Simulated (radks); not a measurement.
Results of a calculation; reference values are marked as such.
Dy V, 62 electrons, occupied as [Xe] 4f8 (the NIST ground configuration).

Level of theory: scalar-relativistic Kohn-Sham, B86b exchange with PBE correlation, spin-polarised, spherical densities, point nucleus; open shells are filled with parallel spins first (spin-orbit coupling, left out, can overturn this in heavy ions) (a radial shooting solver on a logarithmic mesh with Libxc functionals).

Energy parts (hartree):
total: -12155.3310
kinetic: 13116.0694
electron-nucleus: -29626.9043
Hartree: 4617.9738
exchange-correlation: -262.4699

Orbitals (lengths in bohr, moments of r in powers of bohr):
orbital  occ.  eigenvalue (hartree)      <r^2>   <1/r>      <r>
1s down     1             -1974.197  0.0006092   74.59  0.02111
1s up       1             -1974.197  0.0006092   74.59  0.02111
2s up       1             -330.4021   0.009519   17.33  0.08977
2s down     1             -330.4001   0.009518   17.33  0.08976
2p up       3             -293.3493   0.007708   16.09  0.07946
2p down     3             -293.3479   0.007707   16.09  0.07945
3s up       1             -75.18559    0.06289   6.374   0.2346
3s down     1             -75.08915    0.06279   6.380   0.2344
3p up       3             -63.81344    0.06319   5.973   0.2335
3p down     3             -63.71733    0.06307   5.979   0.2333
3d up       5             -49.18682    0.05291   5.664   0.2123
3d down     5             -49.11345    0.05277   5.670   0.2120
4s up       1             -16.56359     0.3152   2.696   0.5286
4s down     1             -16.35166     0.3154   2.694   0.5287
4p up       3             -12.80798     0.3558   2.475   0.5594
4p down     3             -12.59903     0.3563   2.473   0.5597
4d up       5              -7.69300     0.4231   2.191   0.6043
4d down     5              -7.48782     0.4252   2.186   0.6055
5s up       1              -3.53973      1.722   1.073    1.240
5s down     1              -3.44351      1.766   1.056    1.256
5p up       3              -2.57940      2.256  0.9245    1.416
5p down     3              -2.50871      2.326  0.9066    1.438
4f up       7              -2.09709     0.7151   1.688   0.7543
4f down     1              -1.90985     0.7660   1.659   0.7760

The highest occupied level is 4f down at -51.970 eV. Spin moment in Bohr magnetons: 6. The density falls to 0.001 e/bohr^3 at r = 3.03 bohr.
